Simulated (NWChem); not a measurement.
Molecule: C₄H₅NO; SMILES Nc1ccco1

```xyz
11

N     -0.0357    -2.0281    -0.0722
C      0.0953    -0.6595    -0.0069
C      1.1738     0.1856     0.0127
C      0.6191     1.5082    -0.0054
C     -0.7306     1.3639    -0.0281
O     -1.0523     0.0368    -0.0306
H      0.7807    -2.5345     0.2459
H     -0.8893    -2.3775     0.3498
H      2.2230    -0.0978     0.0322
H      1.1667     2.4486     0.0043
H     -1.5667     2.0563    -0.0380
```
Atoms are numbered in this order, from 1.

Level: PBE0/def2-SVP (NWChem), optimised geometry, unscaled harmonic frequencies. 

```
frequency (cm⁻¹)  IR intensity (km/mol)
----------------  ---------------------
191                                29.5
289                                17.6
407                                 0.6
596                               254.4
616                                13.7
683                                61.3
703                                11.8
723                                13.6
770                                54.5
881                                 0.4
902                                 1.7
985                                21.0
1022                               32.7
1068                                2.4
1138                                2.2
1202                               12.0
1271                                0.9
1351                                8.1
1490                               31.4
1589                               17.2
1616                               36.4
1706                              286.9
3273                                4.3
3288                                1.3
3318                                0.3
3604                               36.8
3716                               38.3
```

```
Item                                                                                Value
-----------------------------------------------------------------------  ----------------
zero-point energy                                                           54.9 kcal/mol
thermal correction to the enthalpy at 298.15 K (with zero-point energy)     58.7 kcal/mol
heat capacity Cv                                                         19.2 cal/(mol K)
entropy at 298.15 K and 1 atm (symmetry number 1)                        72.2 cal/(mol K)
dipole moment                                                                      1.76 D
```

Rigid rotor and harmonic oscillator.
